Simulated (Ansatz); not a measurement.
Reaction (cleavage of the B–B bond): `C=CBB(C)S` + HBr → `C=CBBr` + `CBS`

Computed with Ansatz on PBE0-D4/def2-TZVP structures; ΔE is electronic, products minus reactants. CCSD(T)/CBS is the MP2 limit (def2-TZVPP, def2-QZVPP) plus CCSD(T) − MP2 in def2-TZVPP, frozen cores. Functionals use def2-TZVPP. For Br outer-core shells are correlated without core-valence functions, which leaves a few kJ/mol of doubt a bond. Scalar relativity is left out up to krypton. One conformer a species, not always the lowest.

`C=CBB(C)S`:

Cartesian coordinates in Å:
```
C 0.035 2.818 0.048
C -0.407 1.562 0.182
B 0.550 0.360 0.035
B 0.102 -1.239 0.175
C -0.319 -2.185 -1.006
S 0.103 -1.969 1.816
H -0.617 3.685 0.129
H 1.083 3.017 -0.155
H -1.468 1.423 0.387
H 1.707 0.634 -0.167
H -0.567 -3.207 -0.711
H -1.181 -1.760 -1.533
H 0.485 -2.228 -1.750
H 0.493 -0.912 2.551
```

HBr:

Cartesian coordinates in Å:
```
Br -0.335 -0.374 0.502
H 0.335 0.374 -0.502
```

`C=CBBr`:

Cartesian coordinates in Å:
```
C 0.950 0.866 -0.293
C -0.152 0.405 0.309
B -0.651 -1.006 0.002
Br -2.221 -1.695 0.845
H 1.346 1.861 -0.108
H 1.498 0.251 -1.001
H -0.674 1.049 1.012
H -0.095 -1.730 -0.765
```

`CBS`:

```xyz
8

C     0.210   -0.747   -0.782
B    -0.305    0.170    0.368
S     0.650    1.593    0.857
H    -0.545   -0.799   -1.575
H     0.312   -1.774   -0.413
H     1.159   -0.444   -1.228
H    -1.331   -0.052    0.939
H    -0.150    2.053    1.834
```

```csv
level,ΔE (kJ/mol)
BHLYP-D4,-108.4
CCSD(T)/def2-SVP,-108.3
```

Task: What does CCSD(T)/CBS give? (Estimate.)

Result: Computed: -108.5 kJ/mol. The listed levels differ from it by 0.1, 0.2 kJ/mol.

Largest T1 diagnostic among the species: 0.013.

Leaving LDA and LC-ωPBE aside and taking each functional with its dispersion term where it has one, the values, not all of them listed here, spread over 13.0 kJ/mol, from B2PLYP to revPBE-D4. LDA lies +3.1 kJ/mol from PBE without D4. From BLYP to BHLYP (50 % exact exchange), in def2-TZVPP and without D4, ΔE moves by −4.0 kJ/mol. The D4 term adds +5.3 kJ/mol with B3LYP and +3.5 kJ/mol with PBE0; it sums over pairs of atoms, weighted by their polarisabilities, and B3LYP, whose exchange is more repulsive, gets the larger term.

CCSD(T)/CBS has its own doubt, a few kJ/mol and more with outer-core shells, so smaller differences from it don't rank the levels.

B3LYP here is the variant with VWN-RPA as its local correlation; programs differ in this.
